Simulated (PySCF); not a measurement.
Si(Cl)(H)2(SH) (ClH3SSi), SMILES [SiH2](Cl)S.

Geometry optimised at B3LYP-D3(BJ)/def2-TZVP. Other conformers were not sampled.

Method: TDA-B3LYP/def2-SVPD run with PySCF.

Vertical excitations. Isolated molecule, no solvent.

Problem. List the lowest excited states. (The exact figures need the calculation; the answer reports its results.)

Solution. 
```json
[
 {"state": "S1", "energy (eV)": "6.01", "λ (nm)": "206", "f": "0.002", "main pairs": "HOMO→LUMO 92 %"},
 {"state": "S2", "energy (eV)": "6.26", "λ (nm)": "198", "f": "0.046", "main pairs": "HOMO→LUMO+1 94 %"},
 {"state": "S3", "energy (eV)": "6.76", "λ (nm)": "184", "f": "0.029", "main pairs": "HOMO→LUMO+2 84 %"},
 {"state": "S4", "energy (eV)": "7.30", "λ (nm)": "170", "f": "0.013", "main pairs": "HOMO→LUMO+3 33 %, HOMO−1→LUMO+1 27 %, HOMO−2→LUMO+1 19 %, HOMO−1→LUMO 10 %"},
 {"state": "S5", "energy (eV)": "7.32", "λ (nm)": "169", "f": "0.007", "main pairs": "HOMO→LUMO+3 59 %, HOMO−2→LUMO+1 19 %, HOMO−1→LUMO+1 11 %"},
 {"state": "S6", "energy (eV)": "7.42", "λ (nm)": "167", "f": "0.019", "main pairs": "HOMO−1→LUMO 52 %, HOMO−2→LUMO 26 %"},
 {"state": "S7", "energy (eV)": "7.48", "λ (nm)": "166", "f": "0.042", "main pairs": "HOMO−1→LUMO+1 49 %, HOMO−1→LUMO 25 %, HOMO−2→LUMO 11 %, HOMO−2→LUMO+1 9 %"},
 {"state": "S8", "energy (eV)": "7.61", "λ (nm)": "163", "f": "0.034", "main pairs": "HOMO−2→LUMO 42 %, HOMO−2→LUMO+1 38 %, HOMO−1→LUMO+2 8 %"},
 {"state": "S9", "energy (eV)": "7.73", "λ (nm)": "160", "f": "0.008", "main pairs": "HOMO→LUMO+5 47 %, HOMO→LUMO+4 33 %"},
 {"state": "S10", "energy (eV)": "7.84", "λ (nm)": "158", "f": "0.036", "main pairs": "HOMO→LUMO+4 62 %, HOMO→LUMO+5 27 %"},
 {"state": "T1", "energy (eV)": "5.62", "λ (nm)": "221", "f": "0", "main pairs": "HOMO→LUMO 89 %"},
 {"state": "T2", "energy (eV)": "5.77", "λ (nm)": "215", "f": "0", "main pairs": "HOMO→LUMO+1 95 %"},
 {"state": "T3", "energy (eV)": "6.30", "λ (nm)": "197", "f": "0", "main pairs": "HOMO→LUMO+2 89 %"},
 {"state": "T4", "energy (eV)": "6.80", "λ (nm)": "182", "f": "0", "main pairs": "HOMO−1→LUMO 48 %, HOMO−1→LUMO+1 39 %"}
]
```
Triplets are in the Tamm–Dancoff approximation.
